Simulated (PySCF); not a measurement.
Cost of excited-state runs on `C=C=C[C@H](C)C(F)(F)F`, C6H7F3

Bonds (- single, = double, # triple, : aromatic): C1=C2, C2=C3, C3-C4, C4-C5, C4-C6, C6-F7, C6-F8, C6-F9. C1 carries H10, H11; C3 carries H12; C4 carries H13; C5 carries H14, H15, H16. Stereochemistry as in C=C=C[C@H](C)C(F)(F)F.

PySCF with density fitting, on 1 thread of an Arm Neoverse N1, shared host. Command: `OMP_NUM_THREADS=1 python excited_run.py task.json out`

**Question.** How long does each of these runs take, and how much memory?
- magnetisability and related constants, KT3/ANO-RCC-VDZP; usual settings
- magnetisability and related constants, PBE/pcSseg-1; writes grids

**Answer.** 
```
                                  run             level  basis functions  wall time  peak memory (GiB)
magnetisability and related constants  KT3/ANO-RCC-VDZP              161    3.6 min               0.64
magnetisability and related constants      PBE/pcSseg-1              188       79 s                0.7
```
Times from a shared host are rough.
